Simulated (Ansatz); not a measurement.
Consider the substitution at a C–C bond: `O=CCCBr` + HBr → `BrCCBr` + `C=O`.

Gas-phase electronic energies from Ansatz, PBE0-D4/def2-TZVP geometries. CCSD(T)/CBS is the MP2 limit (def2-TZVPP, def2-QZVPP) plus CCSD(T) − MP2 in def2-TZVPP, frozen cores. This one scheme is used for every species. Functionals use def2-TZVPP. For Br outer-core shells are correlated without core-valence functions, which leaves a few kJ/mol of doubt a bond. Scalar relativity is left out up to krypton. Each species was taken in one conformer, which may not be the lowest.

`O=CCCBr`:

```xyz
10

O    -0.658    0.094   -2.373
C    -0.101    0.370   -1.351
C     0.117   -0.599   -0.218
C     0.158    0.069    1.133
Br   -1.550    0.901    1.557
H     0.326    1.386   -1.190
H    -0.637   -1.385   -0.269
H     1.095   -1.070   -0.397
H     0.894    0.872    1.172
H     0.357   -0.637    1.935
```

HBr:

Cartesian coordinates in Å:
```
Br 0.128 -0.031 0.698
H -0.128 0.031 -0.698
```

`BrCCBr`:

```xyz
8

Br    2.014    0.428    1.034
C     0.676   -0.247   -0.211
C    -0.676    0.247    0.211
Br   -2.014   -0.429   -1.033
H     0.958    0.115   -1.196
H     0.744   -1.332   -0.181
H    -0.958   -0.115    1.196
H    -0.745    1.332    0.180
```

`C=O`:

Z-matrix (Å, degrees):
```
C
O 1 1.195
H 1 1.109 2 122.0
H 1 1.109 2 122.0 3 -180.0
```

Question: Is it downhill or uphill in electronic energy at CCSD(T)/CBS, and by how much? (Estimate.)

Answer: Ansatz gave: Uphill: ΔE = +8.9 kcal/mol.

Question: What do these levels give: PBE-D4, ωB97M-V, PBE, PBE0, CCSD/def2-TZVPP, MP2/def2-QZVPP? (Estimate.)

Answer: Computed: PBE-D4 9.5, ωB97M-V 10.0, PBE 9.3, PBE0 9.9, CCSD/def2-TZVPP 9.3, MP2/def2-QZVPP 8.6 kcal/mol.

Largest T1 diagnostic among the species: 0.015.
